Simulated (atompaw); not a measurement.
**Plane-wave convergence, PAW (atompaw) potential for H (Z = 1)**

* Element: H (Z = 1)
* Generator: atompaw 4.2.0.5
* Type: PAW
* Functional: PBE
* Relativity: scalar-relativistic
* Frozen core: none
* Valence charge: 1
* Reference configuration: 1s1
* Partial waves: 1s (bound): rc 1.00 bohr; 1s channel at 1.05 Ry: rc 1.00 bohr
* Local potential: vpsmatchnc scheme with l = 1 at 1 Ry, radius 0.85 bohr
* Core correction: none
* Augmentation charge: sinc compensation charge, radius 0.90 bohr; PAW radius 1.00 bohr; waves and projectors: custom rrkj gramschmidtortho

The pseudo-atom Hamiltonian at the reference potential is diagonalised in spherical Bessel functions j_l(qr) that vanish at 20 bohr, with q² up to the cutoff. All-electron valence levels (Ry): 1s -0.4772.

Problem. How do the lowest levels (Ry) of each channel move with the cutoff, and are there ghosts?

Solution.

| cutoff (Ry) | s #1 | s #2 | p #1 | d #1 | d #2 | f #1 | Σ f·Δε (mRy) |
| --- | --- | --- | --- | --- | --- | --- | --- |
| 8 | -0.4320 | 0.0121 | 0.0293 | 0.0770 | 0.1845 | 0.1190 | 45.2 |
| 10 | -0.4451 | 0.0114 | 0.0293 | 0.0770 | 0.1845 | 0.1190 | 32.2 |
| 12 | -0.4546 | 0.0109 | 0.0293 | 0.0770 | 0.1845 | 0.1190 | 22.6 |
| 15 | -0.4615 | 0.0106 | 0.0293 | 0.0770 | 0.1845 | 0.1190 | 15.7 |
| 18 | -0.4683 | 0.0102 | 0.0293 | 0.0770 | 0.1845 | 0.1190 | 8.9 |
| 21 | -0.4713 | 0.0101 | 0.0293 | 0.0770 | 0.1845 | 0.1190 | 5.9 |
| 25 | -0.4733 | 0.0100 | 0.0293 | 0.0770 | 0.1845 | 0.1190 | 3.9 |
| 30 | -0.4753 | 0.0099 | 0.0293 | 0.0770 | 0.1845 | 0.1190 | 1.9 |
| 35 | -0.4764 | 0.0098 | 0.0293 | 0.0770 | 0.1845 | 0.1190 | 0.8 |
| 40 | -0.4769 | 0.0098 | 0.0293 | 0.0770 | 0.1845 | 0.1190 | 0.3 |
| 45 | -0.4771 | 0.0098 | 0.0293 | 0.0770 | 0.1845 | 0.1190 | 0.1 |
| 400 | -0.4772 | 0.0098 | 0.0293 | 0.0770 | 0.1845 | 0.1190 | 0.0 |

Result: no extra level below or beside the all-electron valence levels (s, p, d, f tested); 10 mRy is reached at 18 Ry and 1 mRy at 35 Ry.
